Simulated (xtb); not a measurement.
xtb input (GFN-FF):

```bash
xtb mol.xyz --gfnff --opt tight --chrg 0 --uhf 0
```
mol.xyz:
```
17

C      0.57379855    -2.57949090     0.70733179
O      0.38916999    -1.27871775     1.26055784
Ge     0.27800481     0.14166326     0.21506634
Br    -1.31014051    -0.20217079    -1.42191476
O     -0.10808243     1.49660539     1.26374793
C     -1.25515804     1.44646994     2.11229057
O      1.78683239     0.49121571    -0.61792086
C      2.92961435     0.86707930     0.15670296
H      1.49903949    -2.64195548     0.12775931
H     -0.26497491    -2.86305671     0.06628529
H      0.63210075    -3.27779884     1.54196230
H     -2.17747001     1.38532041     1.52793107
H     -1.20728394     0.59691117     2.79727887
H     -1.26557964     2.37096946     2.68886898
H      3.75846033     0.98582194    -0.54047588
H      2.76142563     1.81206026     0.67777178
H      3.19015697     0.09730484     0.88848068
```

End of the output:

```
         :::::::::::::::::::::::::::::::::::::::::::::::::::::
         ::                     SUMMARY                     ::
         :::::::::::::::::::::::::::::::::::::::::::::::::::::
         :: total energy              -2.162992166659 Eh    ::
         :: gradient norm              0.000222545873 Eh/a0 ::
         ::.................................................::
         :: bond energy               -2.101347231528 Eh    ::
         :: angle energy               0.008038310902 Eh    ::
         :: torsion energy            -0.010808737997 Eh    ::
         :: repulsion energy           0.116025486675 Eh    ::
         :: electrostat energy        -0.162679810173 Eh    ::
         :: dispersion energy         -0.010170183041 Eh    ::
         :: HB energy                 -0.000000012625 Eh    ::
         :: XB energy                  0.000000000000 Eh    ::
         :: bonded atm energy         -0.002049988872 Eh    ::
         :: external energy            0.000000000000 Eh    ::
Note: The following floating-point exceptions are signalling: IEEE_UNDERFLOW_FLAG IEEE_DENORMAL
normal termination of xtb
         :: add. restraining           0.000000000000 Eh    ::
         :: total charge              -0.000000000000 e     ::
         :::::::::::::::::::::::::::::::::::::::::::::::::::::

           -------------------------------------------------
          |                Property Printout                |
           -------------------------------------------------

molecular dipole:
                 x           y           z       tot (Debye)
 q only:        0.174      -0.442       0.633       2.013
           -------------------------------------------------
          |                Geometry Summary                 |
           -------------------------------------------------

      molecular mass/u    :      245.6329671
   center of mass at/Å    :       -0.1916744      -0.0245051      -0.0553116
  moments of inertia/u·Å² :        0.3600011E+03   0.6175896E+03   0.7038048E+03
rotational constants/cm⁻¹ :        0.4682661E-01   0.2729585E-01   0.2395214E-01

 * 16 selected distances

     #   Z          #   Z                                           value/Å
     1   6 C        2   8 O                                       1.3873212
     2   8 O        3  32 Ge                                      1.7612281
     3  32 Ge       4  35 Br                                      2.3067917 (max)
     3  32 Ge       5   8 O                                       1.7680943
     5   8 O        6   6 C                                       1.3860797
     3  32 Ge       7   8 O                                       1.7526868
     7   8 O        8   6 C                                       1.3842871
     1   6 C        9   1 H                                       1.0955557
     1   6 C       10   1 H                                       1.0954767
     1   6 C       11   1 H                                       1.0949935 (min)
     6   6 C       12   1 H                                       1.0955309
     6   6 C       13   1 H                                       1.0961046
     6   6 C       14   1 H                                       1.0950933
     8   6 C       15   1 H                                       1.0960128
     8   6 C       16   1 H                                       1.0970915
     8   6 C       17   1 H                                       1.0964576

 * 4 distinct bonds (by element types)

   Z      Z             #   av. dist./Å        max./Å        min./Å
   1 H    6 C           9     1.0958130     1.0970915     1.0949935
   6 C    8 O           3     1.3858960     1.3873212     1.3842871
   8 O   32 Ge          3     1.7606697     1.7680943     1.7526868
  32 Ge  35 Br          1     2.3067917     2.3067917     2.3067917

optimized geometry written to: xtbopt.xyz

           -------------------------------------------------
          | TOTAL ENERGY               -2.162992166659 Eh   |
          | GRADIENT NORM               0.000222545873 Eh/α |
           -------------------------------------------------
########################################################################
[WARNING] Runtime exception occurred
-1- gfnff_setup: Could not read topology file.
########################################################################

------------------------------------------------------------------------
------------------------------------------------------------------------
 total:
 SCF:
 ANC optimizer:
```
